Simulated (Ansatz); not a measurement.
One change: `I[SiH]1CO1` becomes `B[SiH]1CO1`.

Ansatz, PBE0-D4/def2-TZVP geometries, multiplicity 1. 

Elements past krypton have def2 core potentials.

| property | `I[SiH]1CO1` |
| --- | --- |
| ideal-gas entropy at 298 K and 1 bar (rigid rotor, harmonic PBE0-D4/def2-TZVP) / J/(mol·K) | 319 |
| HOMO–LUMO gap (B3LYP/def2-TZVPP) / eV | 6.35 |
| size of the dipole moment (B3LYP/def2-TZVPP) / D | 1.65 |
| size of the dipole moment (PBE/def2-TZVPP) / D | 1.45 |
| HOMO energy (ωB97M-V/def2-TZVPP) / eV | -9.75 |
| LUMO energy (B3LYP/def2-TZVPP) / eV | -1.03 |

Question: What does the change do to each property? (An estimate is asked.)

Answer: Ansatz gave: 
```json
{"property": "ideal-gas entropy at 298 K and 1 bar (rigid rotor, harmonic PBE0-D4/def2-TZVP) / J/(mol·K)", "`B[SiH]1CO1`": "305", "shift": "-14"}
{"property": "HOMO–LUMO gap (B3LYP/def2-TZVPP) / eV", "`B[SiH]1CO1`": "4.20", "shift": "-2.15"}
{"property": "size of the dipole moment (B3LYP/def2-TZVPP) / D", "`B[SiH]1CO1`": "1.61", "shift": "-0.04"}
{"property": "size of the dipole moment (PBE/def2-TZVPP) / D", "`B[SiH]1CO1`": "1.29", "shift": "-0.16"}
{"property": "HOMO energy (ωB97M-V/def2-TZVPP) / eV", "`B[SiH]1CO1`": "-9.55", "shift": "0.20"}
{"property": "LUMO energy (B3LYP/def2-TZVPP) / eV", "`B[SiH]1CO1`": "-3.03", "shift": "-2.00"}
```

With PBE0 the HOMO rises by 0.16 eV and the LUMO falls by 2.05 eV, so the gap narrows by about 2.21 eV. PBE moves the HOMO by 0.02 eV and ωB97M-V by 0.20 eV. The zero-point energy changes by 49.7 kJ/mol with +6 modes. Dipoles are sizes alone; their direction can turn.

B3LYP here is the variant with VWN-RPA as its local correlation; programs differ in this.

Spin–orbit coupling is left out; it splits and shifts lone-pair levels of the heavy atoms by tenths of an eV.
